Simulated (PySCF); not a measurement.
Harmonic spectrum computed at PBE0 in the def2-TZVP basis family (core potentials from Rb on, PySCF, no spin–orbit coupling):

```tsv
ω (cm⁻¹)	IR (km/mol)
67	3.4
405	203
414	184
416	0.0
428	47.3
675	18.6
784	326
4002	332
4004	32.3
```

Question: Which molecule gave it? In each, all ligands are bound to the one heavy central atom.
A. B(OH)₂ (doublet)
B. Ti(OH)₂ (triplet)
C. Sn(OH)₂ (singlet)
D. C(OH)₂ (singlet)
E. Zr(OH)₂ (triplet)

Answer: B. It has C2v symmetry with O–H 0.952 Å (×2), Ti–O 1.813 Å (×2).
